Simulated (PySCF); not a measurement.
## Electron correlation in Hf²⁺ (hafnium, charge +2)

[Xe] 4f14 5d1 6p1, one real determinant (an excited configuration). All numbers are calculated (PySCF 2.14, a scalar-relativistic core potential, in aug-cc-pwCVDZ-PP with ECP60MDF (6s6p5d3f, 70 functions)). Frozen: 5s2 5p6; 2 electrons correlated.

With two correlated electrons CCSD is exact within the correlated space (frozen core and kept virtual orbitals).

```tsv
level	correlation energy (mhartree)
CCSD	-5.80
```

Diagnostics: T1 = 0.0088, D1 = 0.0133, largest double amplitude 0.264.

Is a single reference adequate?

Not fully. The real determinant used has ⟨L²⟩ near 8 against 12 for a pure F term, so it mixes terms. Spin-orbit coupling, absent here, splits the open shell strongly. A double-excitation amplitude exceeds 0.15, a sign of near-degeneracy.

The reference is one real determinant that mixes LS terms of this configuration.
